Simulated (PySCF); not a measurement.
# Identify the compound

An unknown has the formula C$_{6}$H$_{6}$O$_{2}$. Its calculated NMR data are:

$^{1}$H NMR (500 MHz, computed): δ 7.56 (m, 1H), 7.51 (m, 1H), 6.73 (m, 1H), 2.47 (s, 3H).

$^{13}$C{$^{1}$H} NMR (computed): δ 192.9, 161.9, 151.0, 122.3, 118.6, 28.8.

- GIAO B97-2/pcSseg-2 shieldings
- coordinates at the PBE0-D3(BJ)/def2-TZVP level
- code: PySCF 2.14
- relativity neglected, averaged over atoms made equivalent by symmetry, fast rotation or ring inversion, a single conformation, no solvent model

References, each an isolated molecule treated in the same way: $^{1}$H (σref 31.64), $^{13}$C (σref 185.38) against TMS.

Propose a structure and justify it.

Answers


Rings plus π bonds: 4 (1 ring in the answer). 6 carbon signals for 6 carbons: no two carbons are equivalent. Carbon types of the structure: 2 × C, 3 × CH, 1 × CH3, which accounts for all hydrogens. δC 192.9: ketone carbonyl carbon; the double bond to the heteroatom, with no lone-pair donor beside it, deshields it most. δC 161.9: substituted aromatic carbon next to the ring oxygen. δC 151.0: aromatic CH next to the ring oxygen. δC 122.3, 118.6: aromatic CH. δC 28.8: methyl carbon α to a carbonyl; the adjacent C=O deshields it moderately. δH 7.56: hydrogen on an aromatic CH next to the ring oxygen; aromatic region. δH 2.47: hydrogen on a methyl carbon α to a carbonyl; α to C=O.

Structure: SMILES CC(=O)c1ccco1.

The data come from this structure; uniqueness wasn't tested.

Shifts are as computed. Against solution values, carbons near 30 ppm lie about +3 ppm off and those near 130 ppm about +7 ppm. Of 1211 compounds with measured shifts, 218 miss one by over three times the rms of a fit or turn the order of signals round; such compounds aren't used in these exercises. No couplings were computed; multiplicities are counted from neighbouring protons, with m where these are inequivalent, close in shift, in a saturated or five-membered ring or joined by F or P, and br s for small geminal =CH2 splittings.
